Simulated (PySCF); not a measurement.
Run record for `F[SiH2][SiH2]OC`: KT3/pcSseg-0, full TDDFT, 1 singlet.

Method: TDDFT KT3/pcSseg-0, vertical, gas phase, core orbitals frozen in the response (PySCF 2.14.0, density-fitted response routines). Geometry: GFN2-xTB. A driver script takes a list of jobs; this job's settings line and coordinates (Å) are shown.

Command:
```bash
OMP_NUM_THREADS=1 python probes_run.py task.json out
```

Input:
```
{"job": {"kind": "uv", "xc": "KT3", "basis": "pcSseg-0", "nstates": 1, "ntriplets": 0, "tda": false}, "charge": 0, "multiplicity": 1}
C     -2.200486    -0.273937     0.384163
O     -0.808320    -0.292098     0.399189
Si     0.203649     0.459659    -0.627141
Si     2.205507    -0.199814     0.253738
F      3.313920     0.498869    -0.698048
H     -2.559636    -0.885519     1.212309
H     -2.583135    -0.678328    -0.555549
H     -2.575655     0.745360     0.499281
H     -0.072205     1.909629    -0.639276
H     -0.081341     0.044047    -2.014483
H      2.575432    -1.613511     0.178184
H      2.583467     0.284956     1.581606
```

Q: Predict the output.

A: 
```
coarse grid: 10848 points
cycle   1  E = -802.3401090524  dE =  4.266e-01  |g| = 1.013e+00  |ddm| = 3.231e+00
cycle   2  E = -801.4104855489  dE =  9.296e-01  |g| = 2.362e+00  |ddm| = 4.584e+00
cycle   3  E = -802.5192217597  dE = -1.109e+00  |g| = 1.151e-01  |ddm| = 3.852e+00
cycle   4  E = -802.5208577565  dE = -1.636e-03  |g| = 1.162e-01  |ddm| = 3.722e-01
cycle   5  E = -802.5236910521  dE = -2.833e-03  |g| = 2.608e-02  |ddm| = 1.602e-01
cycle   6  E = -802.5238285157  dE = -1.375e-04  |g| = 5.413e-03  |ddm| = 3.934e-02
cycle   7  E = -802.5238378077  dE = -9.292e-06  |g| = 7.093e-04  |ddm| = 9.393e-03
final grid: 95480 points
cycle   8  E = -802.5930039204  dE =  2.324e-05  |g| = 2.591e-02  |ddm| = 3.003e-02
cycle   9  E = -802.5927979429  dE =  2.060e-04  |g| = 4.384e-02  |ddm| = 6.886e-02
cycle  10  E = -802.5931024855  dE = -3.045e-04  |g| = 1.651e-03  |ddm| = 4.738e-02
cycle  11  E = -802.5931030507  dE = -5.651e-07  |g| = 6.357e-04  |ddm| = 2.614e-03
cycle  12  E = -802.5931031314  dE = -8.066e-08  |g| = 1.252e-04  |ddm| = 7.188e-04
cycle  13  E = -802.5931031349  dE = -3.575e-09  |g| = 2.167e-05  |ddm| = 1.805e-04
cycle  14  E = -802.5931031351  dE = -1.351e-10  |g| = 5.350e-06  |ddm| = 4.267e-05
converged SCF energy = -802.5931031351

Static polarisability (au): isotropic 60.062, principal 53.159 54.295 72.733

Singlet excitations
state   eV       nm        f      main configurations
  1   4.9233    251.8   0.00164   H->L 1.00
```

The SCF starts on a coarse grid where the log names one; the energy can jump when the final grid takes over, and dE then counts from the start density on the new grid. H and L stand for HOMO and LUMO; the number after each pair is its weight.

Q: How does the lowest singlet excitation compare with the HOMO–LUMO gap?

A: HOMO -6.69 eV and LUMO -1.84 eV give a gap of 4.85 eV; S1 at 4.92 eV lies 0.07 eV above it.

Q: Give S1 in cm⁻¹ and kJ/mol.

A: 4.9233 eV × 8065.54 = 39709 cm⁻¹; × 96.485 = 475.0 kJ/mol.

In short: SCF converged in 14 cycles with 67 basis and 647 fitting functions; HOMO -6.69 eV, LUMO -1.84 eV; lowest singlet 4.92 eV; mean polarisability 60.1 au.

Q: Estimate the wall time. Hardware: one thread, Arm Neoverse V2 (aarch64), shared host. And the peak memory of the process?

A: About 4.8 s, with 0.36 GiB resident at the peak, the Python interpreter and its libraries included.

Conformer computed: `[CH3:1][O:2][SiH2:3][SiH2:4][F:5]`: C1–O2–Si3–Si4 180°, O2–Si3–Si4–F5 180°.

One conformer stands for the species.
